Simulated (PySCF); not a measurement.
C₈H₁₂O₂.
Z-matrix (Å and degrees, PBE0-D3(BJ)/def2-SVP geometry), rows numbered from 1:
```
O 
C   1  1.1984
O   2  1.3280  1  126.06
C   3  1.4359  2  117.33  1     0.10
C   4  1.5143  3  107.48  2  -157.42
C   5  1.5246  4  109.93  3   172.97
C   6  1.5130  5  113.13  4    50.47
C   7  1.4969  6  121.37  5    51.06
C   8  1.5038  7   60.46  6  -108.86
C   9  1.5210  7  120.27  8  -109.03
H   2  1.1107  1  124.73  3  -179.68
H   4  1.1032  3  107.87  2   -39.26
H   5  1.1034  4  109.24  3   -64.49
H   5  1.1006  4  109.30  3    51.69
H   6  1.1027  5  110.13  4   174.22
H   6  1.1038  5  108.52  4   -69.89
H   7  1.0947  6  113.94  5  -163.54
H   8  1.0929  7  118.41  9  -108.69
H   8  1.0948  7  118.18  9   106.78
H   9  1.0937  7  115.81  8   105.96
H  10  1.1032  4  107.73  3    44.03
H  10  1.0990  4  108.58  3   -71.42
```

The calculation used PySCF, PBE0-D3(BJ)/def2-SVP geometry optimisation, gas phase.

Masses are those of the commonest isotopes; rigid-rotor values at the optimised geometry. The values belong to one conformer with, in the numbering `[O:1]=[CH:2][O:3][C@@H:4]1[CH2:5][CH2:6][C@@H:7]2[CH2:8][C@@H:9]2[CH2:10]1`, O1–C2–O3–C4 0°, C2–O3–C4–C5 -157°, O3–C4–C5–C6 173°, C4–C5–C6–C7 50°, C5–C6–C7–C8 51°, C6–C7–C8–C9 -109°.

Q: What are A, B and C (cm⁻¹)?

A: Ia = 173.15, Ib = 595.54, Ic = 672.33 u·Å²; 505379 MHz·u·Å²/I gives 2919, 848.6 and 751.7 MHz, that is A = 0.09736, B = 0.02831, C = 0.02507 cm⁻¹.

Q: What kind of rotor is it?

A: A near-prolate asymmetric top: κ = (2 × 848.6 − 2919 − 751.7)/(2919 − 751.7) = -0.91.

Q: Is it planar, by Δ = Ic − Ia − Ib?

A: Not planar: Δ = Ic − Ia − Ib = -96.36 u·Å². For a rigid frame Δ = −2 Σ m c², so Σ m c² = 48.18 u·Å² lies off the ab plane: 14.42 from hydrogen and 33.75 from heavier atoms. The atom farthest from that plane is 1.64 Å away.

Q: Give the other two planar moments, Paa and Pbb, and the rms extents of the mass along the axes.

A: Paa = Σ m a² = (Ib + Ic − Ia)/2 = 547.36 and Pbb = Σ m b² = (Ia + Ic − Ib)/2 = 124.97 u·Å². With the mass M = 140.08 u, the rms extents √(P/M) along a, b and c are 1.98, 0.94, 0.59 Å.

Q: Give the coordinates in the principal-axis frame, origin at the centre of mass.

A: The sense of each axis is arbitrary; atoms in the order of the calculation.
```tsv
atom	mass (u)	a (Å)	b (Å)	c (Å)
O1	15.995	2.916	0.682	0.772
C2	12.000	2.829	-0.010	-0.203
O3	15.995	1.718	-0.569	-0.668
C4	12.000	0.504	-0.325	0.057
C5	12.000	-0.458	-1.447	-0.275
C6	12.000	-1.703	-1.339	0.597
C7	12.000	-2.319	0.042	0.587
C8	12.000	-2.629	0.748	-0.696
C9	12.000	-1.493	1.234	0.162
C10	12.000	-0.057	1.044	-0.303
H11	1.008	3.681	-0.287	-0.860
H12	1.008	0.742	-0.349	1.134
H13	1.008	-0.713	-1.401	-1.348
H14	1.008	0.041	-2.414	-0.114
H15	1.008	-2.449	-2.090	0.288
H16	1.008	-1.426	-1.590	1.636
H17	1.008	-3.024	0.221	1.406
H18	1.008	-3.538	1.351	-0.751
H19	1.008	-2.365	0.252	-1.635
H20	1.008	-1.676	2.161	0.712
H21	1.008	0.013	1.159	-1.398
H22	1.008	0.588	1.815	0.142
```

Q: List the rotational levels J(Ka,Kc) to J = 5 (cm⁻¹).

A: Above 0(0,0):
J = 1: 1(0,1) 0.0534, 1(1,1) 0.1224, 1(1,0) 0.1257
J = 2: 2(0,2) 0.1600, 2(1,2) 0.2260, 2(1,1) 0.2357, 2(2,1) 0.4428, 2(2,0) 0.4429
J = 3: 3(0,3) 0.3197, 3(1,3) 0.3812, 3(1,2) 0.4006, 3(2,2) 0.6030, 3(2,1) 0.6035, 3(3,1) 0.9564, 3(3,0) 0.9564
J = 4: 4(0,4) 0.5321, 4(1,4) 0.5880, 4(1,3) 0.6203, 4(2,3) 0.8164, 4(2,2) 0.8180, 4(3,2) 1.1701, 4(3,1) 1.1701, 4(4,1) 1.6646, 4(4,0) 1.6646
J = 5: 5(0,5) 0.7969, 5(1,5) 0.8464, 5(1,4) 0.8948, 5(2,4) 1.0830, 5(2,3) 1.0869, 5(3,3) 1.4374, 5(3,2) 1.4374, 5(4,2) 1.9317, 5(4,1) 1.9317, 5(5,1) 2.5675, 5(5,0) 2.5675

Q: Which types of transition are allowed, and where do some lines up to J = 2 fall?

A: The dipole components are |μa| = 1.54 D, |μb| = 0.91 D, |μc| = 0.83 D. Intensities carry the squares of the components, which stand as 1.00 : 0.35 : 0.29 (a : b : c). Some lines, for components of 0.1 D or more:

```csv
type,branch,"J(Ka,Kc)",MHz,lower level (cm⁻¹)
b,R,"2(0,2) ← 1(1,1)",1127,0.122
a,R,"1(0,1) ← 0(0,0)",1600,0.000
c,Q,"2(1,2) ← 2(0,2)",1977,0.160
c,Q,"1(1,1) ← 1(0,1)",2070,0.053
b,Q,"1(1,0) ← 1(0,1)",2167,0.053
b,Q,"2(1,1) ← 2(0,2)",2267,0.160
a,R,"2(1,2) ← 1(1,1)",3104,0.122
a,R,"2(0,2) ← 1(0,1)",3197,0.053
a,R,"2(1,1) ← 1(1,0)",3297,0.126
b,R,"1(1,1) ← 0(0,0)",3670,0.000
c,R,"1(1,0) ← 0(0,0)",3767,0.000
b,R,"2(1,2) ← 1(0,1)",5174,0.053
c,R,"2(1,1) ← 1(0,1)",5465,0.053
c,Q,"2(2,1) ← 2(1,1)",6210,0.236
b,Q,"2(2,0) ← 2(1,1)",6214,0.236
b,Q,"2(2,1) ← 2(1,2)",6501,0.226
b,R,"2(2,1) ← 1(1,0)",9508,0.126
c,R,"2(2,0) ← 1(1,0)",9511,0.126
c,R,"2(2,1) ← 1(1,1)",9605,0.122
b,R,"2(2,0) ← 1(1,1)",9608,0.122
```

Q: Estimate the classical rotational partition function at 10 K, 100 K and 200 K.

A: Point group C1, symmetry number σ = 1; q = (√π/σ)·√((kT/h)³/(ABC)), k/h = 20836.6 MHz/K: 3910 at 10 K, 124000 at 100 K, 349000 at 200 K.

Stationary, but not proved a minimum. Zero-point vibration and centrifugal distortion are left out.
